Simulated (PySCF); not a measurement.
**Excitation energy of P⁺ by level of theory**

P⁺ [Ne] 3s2 3p2 (3P) → P⁺ [Ne] 3s2 3p1 4s1 (3P), as a difference of total energies. All numbers are calculated (PySCF 2.14, the non-relativistic Hamiltonian (point nucleus), in aug-cc-pV(D+d)Z (5s4p3d, 32 functions)). Correlated levels: valence: [Ne] frozen. The calculations carry no spin-orbit coupling.

Q: Order these methods by the excitation energy they give, lowest first.
A. UHF
B. PW91
C. LDA
D. r2SCAN

A: A (85160 cm⁻¹), C (85639 cm⁻¹), B (85912 cm⁻¹), D (88429 cm⁻¹).

Errors of the correlated levels include the incompleteness of this basis and the frozen core.

For comparison: 86624 cm⁻¹ (measured; NIST levels, between the centres of gravity of the two terms).
